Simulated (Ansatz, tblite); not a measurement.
Removing an electron: [GaCl4]- (GaCl₄⁻). Total charge -1; singlet. Geometry: PBE-D4/def2-SVPD. Ansatz, gas phase; energy differences of separate SCF runs; the oxidised species was run as a doublet alone.

Cartesian coordinates in Å:
```
Ga 0.000 0.000 0.000
Cl -0.785 1.653 -1.280
Cl 1.869 0.672 1.021
Cl 0.446 -1.779 -1.274
Cl -1.530 -0.546 1.532
```

The xTB rows come from tblite. Correlated methods freeze 29 core orbitals; core or outer-core shells of Ga are correlated, in sets that lack core-valence functions. The rows differ in basis, and correlated rows in double-zeta sets carry the largest basis error. In CCSD on the charge 0 doublet the largest single amplitude is 0.23, so its Hartree–Fock determinant may place the open shell otherwise than the density functionals do. HOMO above LUMO, or a gap near zero within one spin, warns that the state may not be the lowest or that an electron is smeared out.

(1) Estimate orbital energies and vertical ionisation energies at: GFN1-xTB; GFN2-xTB; HF/def2-SVPD; PBE-D4/def2-TZVPD; r2SCAN-D4/def2-TZVPD; PBE0-D4/def2-TZVPD; MP2/def2-SVPD; CCSD/def2-SVPD; CCSD(T)/def2-SVPD.

## Answers

(1) 
```tsv
level	−HOMO (eV)	vertical IE (eV)	−LUMO (eV)	HOMO–LUMO gap (eV)	remarks
GFN1-xTB	8.65	10.68	2.62	6.02	–
GFN2-xTB	7.78	10.12	2.42	5.36	–
HF/def2-SVPD	–	6.41	–	–	–
PBE-D4/def2-TZVPD	3.20	5.69	-1.89	5.09	gap within one spin near zero (doublet)
r2SCAN-D4/def2-TZVPD	3.54	5.98	-2.29	5.83	gap within one spin near zero (doublet)
PBE0-D4/def2-TZVPD	4.59	6.36	-2.66	7.26	–
MP2/def2-SVPD	–	7.28	–	–	–
CCSD/def2-SVPD	–	7.03	–	–	–
CCSD(T)/def2-SVPD	–	6.97	–	–	–
```

Relaxing the oxidised species (PBE-D4/def2-SVPD) changes its energy by -0.03 eV at PBE-D4/def2-TZVPD, so the adiabatic ionisation energy to this nearest minimum is 5.66 eV. At PBE0-D4/def2-TZVPD it is 6.31 eV. The gap within one spin of the relaxed charge 0 doublet nearly closes, so an electron or hole may be smeared out by delocalisation error.    Raw xTB energy differences between charge states are shifted by several eV; the methods need an empirical correction for them.
